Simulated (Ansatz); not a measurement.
Job for Ansatz (an electronic-structure program): R-CCSD(T)/cc-pV(D+d)Z on H2Si2 (SMILES [Si]=[SiH2]), 2S+1 = 1, a spin state set in the input, which need not be the lowest. Files ending in .json are basis or fitting sets from the Basis Set Exchange.

Ansatz 0.2 input:
```yaml
crystal:
  periodic: [false, false, false]
  atoms:
    - {symbol: Si, position_ang: [1.22699665, -0.05796133, 0.01106256]}
    - {symbol: Si, position_ang: [-0.97029540, 0.04583518, -0.00874815]}
    - {symbol: H, position_ang: [-1.85504374, -1.14480497, -0.01103524]}
    - {symbol: H, position_ang: [-1.73877366, 1.31457106, -0.02136648]}
basis:
  gaussian:
    orbitals: cc-pV_D+d_Z.json
magnetization: {spin_polarized: false}
correlation: {method: ccsd_t, electrons: outside_noble_gas}
scf: {omitted_lower_state_checks: [cluster_reference]}
```

### Question
What total energy does the run end on?

### Answer
-579.1470 hartree (reference determinant -578.9254, T1 diagnostic 0.020).
